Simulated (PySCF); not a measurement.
**Spinor energies of Ag⁴⁵⁺ (silver, charge +45)**

Start: 1s2. Calculated with PySCF 2.14 in an even-tempered Gaussian basis (15 s from 96 bohr⁻², ratio 2.4; 10 p from 130 bohr⁻², ratio 2.4; 3 d from 390 bohr⁻², ratio 2.6; 3 f from 590 bohr⁻², ratio 2.6): generalised Hartree-Fock with the X2C-1e Hamiltonian and a Gaussian nucleus; one run each with spin-orbit coupling (SO) switched off, then screened by Boettger's factors.

```csv
spinor shell,electrons,"ε, spin-free (eV)","ε, screened SO (eV)",weight of nominal j (screened SO),"rms radius, screened SO (bohr)"
1s1/2,2,-30143.4,-30143.4,1.000,0.0354
```

```tsv
quantity	spin-free	screened SO
E (hartree)	-2246.67485	-2246.67485
M_J	0	0
⟨J²⟩	0.000	0.000
⟨L²⟩	0.000	0.000
⟨S²⟩	0.000	0.000
```

Breit and QED terms are absent; they matter most for the inner s and p1/2 levels.

Densities and radii are taken from the X2C orbitals without a picture-change correction, which distorts them close to the nucleus.

Without spin-orbit coupling the j labels of p, d and f shells carry no meaning; the spin-free column gives the mean over the occupied spinors of each nl shell.
